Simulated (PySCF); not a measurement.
## Computed spin Hamiltonian

Species: C6H10NSi (doublet state).
Cartesian coordinates in Å at the GFN2-xTB level; atoms count from 1:
```xyz
18
C6H10NSi angstrom
C      3.6335    0.0167   -1.4065
N      3.5303   -0.9113   -0.5094
Si     2.4114   -1.5810    0.4984
C      0.6435   -1.2137    0.7681
C     -0.5201   -0.9072    0.9008
C     -1.9088   -0.5256    1.0395
C     -2.3563    0.3629   -0.1294
C     -1.5572    1.6587   -0.1900
H      2.8222    0.6626   -1.7233
H      4.5969    0.1589   -1.8745
H      2.9763   -2.6473    1.2914
H     -2.5265   -1.4289    1.0768
H     -2.0381    0.0138    1.9839
H     -2.2295   -0.1866   -1.0651
H     -3.4188    0.5891   -0.0122
H     -0.4985    1.4422   -0.3169
H     -1.6817    2.2300    0.7281
H     -1.8874    2.2729   -1.0247
```

The hyperfine couplings belong to this conformer and change with its torsions.

Identity: `C=N[SiH]C#CCCC` [radical].

The calculation used PySCF, UKS B3LYP, pcH-1 on C H N Si, non-relativistic, mean-field spin-orbit, GIAO. Geometry: GFN2-xTB, one conformer, isolated molecule. The geometry wasn't refined by DFT: couplings that depend on bond lengths, twists or pyramidal angles can differ widely from those at the functional's own minimum, by a factor of two or more for some ions and for spin on atoms past the first row. The SCF solution wasn't tested for stability.

```
g1, g2, g3                      : 2.00163, 2.00215, 2.00405
g_iso                           : 2.00261
Form of g                       : rhombic: the two nearest values differ by 22 % of g3 − g1
⟨S²⟩                            : 0.7689 (exact 0.7500)
α and β electrons               : 34, 33
HOMO–LUMO gap, α and β orbitals : 3.76, 4.44 eV
Total energy                    : -578.83401 Eh
Basis functions                 : 310
```

Hyperfine couplings atom by atom, in MHz; T1 to T3 are the principal values of the dipolar part; ρ(0) is the spin density at the nucleus:

```json
{"atom": "C1", "isotope": "13C", "a_iso": "41.9", "of which spin–orbit": "-0.1", "T1": "-37.6", "T2": "-35.4", "T3": "73.0", "Mulliken spin population": "0.45", "ρ(0) (bohr⁻³)": "0.0373"}
{"atom": "N2", "isotope": "14N", "a_iso": "-8.7", "of which spin–orbit": "0.0", "T1": "-9.4", "T2": "3.0", "T3": "6.3", "Mulliken spin population": "-0.15", "ρ(0) (bohr⁻³)": "-0.0270"}
{"atom": "Si3", "isotope": "29Si", "a_iso": "-128.9", "of which spin–orbit": "1.0", "T1": "-145.4", "T2": "71.5", "T3": "74.0", "Mulliken spin population": "0.73", "ρ(0) (bohr⁻³)": "0.1462"}
{"atom": "C4", "isotope": "13C", "a_iso": "-23.8", "of which spin–orbit": "0.0", "T1": "-7.7", "T2": "0.5", "T3": "7.2", "Mulliken spin population": "-0.12", "ρ(0) (bohr⁻³)": "-0.0212"}
{"atom": "C5", "isotope": "13C", "a_iso": "14.5", "of which spin–orbit": "-0.1", "T1": "-15.5", "T2": "-11.6", "T3": "27.2", "Mulliken spin population": "0.19", "ρ(0) (bohr⁻³)": "0.0130"}
{"atom": "C6", "isotope": "13C", "a_iso": "-6.4", "of which spin–orbit": "0.0", "T1": "-0.4", "T2": "0.1", "T3": "0.3", "Mulliken spin population": "-0.02", "ρ(0) (bohr⁻³)": "-0.0057"}
{"atom": "C7", "isotope": "13C", "a_iso": "2.1", "of which spin–orbit": "0.0", "T1": "-0.3", "T2": "-0.2", "T3": "0.6", "Mulliken spin population": "0.00", "ρ(0) (bohr⁻³)": "0.0019"}
{"atom": "C8", "isotope": "13C", "a_iso": "-0.1", "of which spin–orbit": "0.0", "T1": "-0.2", "T2": "-0.1", "T3": "0.3", "Mulliken spin population": "0.00", "ρ(0) (bohr⁻³)": "-0.0001"}
{"atom": "H9", "isotope": "1H", "a_iso": "-30.0", "of which spin–orbit": "0.0", "T1": "-15.3", "T2": "-1.0", "T3": "16.3", "Mulliken spin population": "-0.02", "ρ(0) (bohr⁻³)": "-0.0067"}
{"atom": "H10", "isotope": "1H", "a_iso": "-32.4", "of which spin–orbit": "0.0", "T1": "-17.4", "T2": "-0.3", "T3": "17.7", "Mulliken spin population": "-0.02", "ρ(0) (bohr⁻³)": "-0.0072"}
{"atom": "H11", "isotope": "1H", "a_iso": "-48.3", "of which spin–orbit": "0.0", "T1": "-9.7", "T2": "3.6", "T3": "6.1", "Mulliken spin population": "-0.05", "ρ(0) (bohr⁻³)": "-0.0108"}
{"atom": "H12", "isotope": "1H", "a_iso": "14.5", "of which spin–orbit": "0.0", "T1": "-1.2", "T2": "-1.0", "T3": "2.2", "Mulliken spin population": "0.01", "ρ(0) (bohr⁻³)": "0.0032"}
{"atom": "H13", "isotope": "1H", "a_iso": "23.7", "of which spin–orbit": "0.0", "T1": "-1.2", "T2": "-0.9", "T3": "2.2", "Mulliken spin population": "0.01", "ρ(0) (bohr⁻³)": "0.0053"}
{"atom": "H14", "isotope": "1H", "a_iso": "-0.3", "of which spin–orbit": "0.0", "T1": "-0.9", "T2": "-0.5", "T3": "1.4", "Mulliken spin population": "0.00", "ρ(0) (bohr⁻³)": "-0.0001"}
{"atom": "H15", "isotope": "1H", "a_iso": "0.0", "of which spin–orbit": "0.0", "T1": "-0.5", "T2": "-0.4", "T3": "0.9", "Mulliken spin population": "0.00", "ρ(0) (bohr⁻³)": "0.0000"}
{"atom": "H16", "isotope": "1H", "a_iso": "0.4", "of which spin–orbit": "0.0", "T1": "-1.1", "T2": "-0.2", "T3": "1.3", "Mulliken spin population": "0.00", "ρ(0) (bohr⁻³)": "0.0001"}
{"atom": "H17", "isotope": "1H", "a_iso": "0.0", "of which spin–orbit": "0.0", "T1": "-0.6", "T2": "-0.4", "T3": "0.9", "Mulliken spin population": "0.00", "ρ(0) (bohr⁻³)": "0.0000"}
{"atom": "H18", "isotope": "1H", "a_iso": "0.1", "of which spin–orbit": "0.0", "T1": "-0.5", "T2": "-0.3", "T3": "0.7", "Mulliken spin population": "0.00", "ρ(0) (bohr⁻³)": "0.0000"}
```

The largest Mulliken spin populations are on Si3 (+0.73), C1 (+0.45), C5 (+0.19) and N2 (-0.15). Three atoms exceed +0.15. The positive populations add up to 1.38 and the negative ones to -0.38, together 2S = 1. The angles at Si3 add up to 360.0°, so it is planar; its axial dipolar tensor and the negative coupling of its proton fit spin in a p orbital normal to that plane.

Axes: g1 points within 4° of the C1–H9 bond and g3 points within 9° of the N2–Si3 bond.

Under fast tumbling the dipolar parts average out, and these isotropic splittings remain: 1 × 1H (H11, I = 1/2, 2 lines) with 1.72 mT, 1 × 1H (H10, I = 1/2, 2 lines) with 1.16 mT, 1 × 1H (H9, I = 1/2, 2 lines) with 1.07 mT, 2 × 1H (H12/H13, I = 1/2, 3 lines) with 0.68 mT and 1 × 14N (N2, I = 1, 3 lines) with 0.31 mT.

Means are taken over nuclei equivalent by connectivity, which assumes that they swap fast. The 1H value of +19.1 MHz is a mean of couplings from 14.5 to 23.7 MHz in this one geometry, not an average over conformers.

The 13C coupling of C1 (41.9 MHz) shows only in satellite lines or after enrichment, since that isotope makes up about 1.07 % of natural carbon.

The 29Si coupling of Si3 (-128.9 MHz) shows only in satellite lines or after enrichment, since that isotope makes up about 4.7 % of natural silicon.

β density exceeds α density at some nuclei, such as N2 (-0.0270), C4 (-0.0212) and H11 (-0.0108), spin density in bohr⁻³. In a single determinant that takes different orbitals for the two spins, that is spin polarisation.
